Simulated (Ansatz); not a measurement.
Cost and result for the atomization energy of CH₆ClSbSi, SMILES `ClC[SiH2][SbH2]` (10 atoms, 9 bonds).

Z-matrix (Å, degrees):
```
C
Si 1 1.890
Cl 1 1.783 2 110.8
H 1 1.091 2 110.8 3 119.1
H 1 1.090 2 111.6 3 -120.0
Sb 2 2.569 1 114.0 3 64.4
H 2 1.491 1 107.5 3 -175.6
H 2 1.486 1 108.6 3 -58.2
H 6 1.710 2 90.1 1 49.4
H 6 1.706 2 91.1 1 -42.2
```

Charge 0, multiplicity 1. Correlated methods include outer-core shells of Sb, which these sets cover unevenly. Sb takes the def2 core potential. Geometry: relaxed with PBE0-D4/def2-TZVP. It is one conformer, not always the lowest. Program: Ansatz. All runs use 4 threads of an Arm Neoverse V1 on a shared host. Times are those of one run each, without the atoms' runs, and a repeat can differ threefold. Electronic energies, without spin–orbit coupling; frozen cores. CCSD(T)/CBS adds CCSD(T) − MP2 in def2-TZVPP to the MP2 limit, and its time is that of the two runs behind it. T1 = 0.012. With those shells the extrapolation isn't a true limit. B3LYP takes the VWN-RPA correlation (the form of Gaussian; ORCA's B3LYP/G).

CCSD(T)/CBS is a level of theory with its own doubt, some kJ/mol a heavy atom from the limit and from the frozen cores, so smaller differences don't rank the functionals.

```tsv
level	functions	wall time	atomization (kJ/mol)	difference from CCSD(T)/CBS	per bond
PBE-D4/def2-TZVPP (with forces)	249	3.1 s	2933.6	15.7	1.7
PBE0-D4/def2-TZVPP	249	4.1 s	2899.7	-18.2	-2.0
r2SCAN-D4/def2-TZVPP (with forces)	249	6.5 s	2906.9	-11.0	-1.2
B3LYP-D4/def2-TZVPP (with forces)	249	6.5 s	2913.9	-4.0	-0.4
B2PLYP/def2-TZVPP	249	7 s	2857.7	-60.2	-6.7
ωB97X-V/def2-TZVPP	249	11 s	2941.8	23.9	2.7
ωB97M-V/def2-TZVPP (with forces)	249	15 s	2912.0	-5.9	-0.7
MP2/def2-QZVPP	459	28 s	2865.4	-52.5	-5.8
CCSD(T)/def2-TZVPP	249	3.9 min	2827.8	-90.1	-10.0
CCSD(T)/CBS(def2)	–	4.4 min	2917.9	0.0	0.0
```

From PBE to PBE0 (25 % exact exchange), in def2-TZVPP and without D4, the atomization energy moves by −30.1 kJ/mol: exact exchange takes away binding that semilocal exchange gives to molecules. In def2-TZVPP, CCSD(T) changes the Hartree–Fock value by +756.7 kJ/mol (the triples alone add +43.7 kJ/mol) and MP2 by +741.0 kJ/mol; breaking electron pairs costs correlation energy, which Hartree–Fock lacks. The D4 term adds +44.5 kJ/mol with B3LYP and +23.6 kJ/mol with PBE0; it sums over pairs of atoms, weighted by their polarisabilities, and B3LYP, whose exchange is more repulsive, gets the larger term.
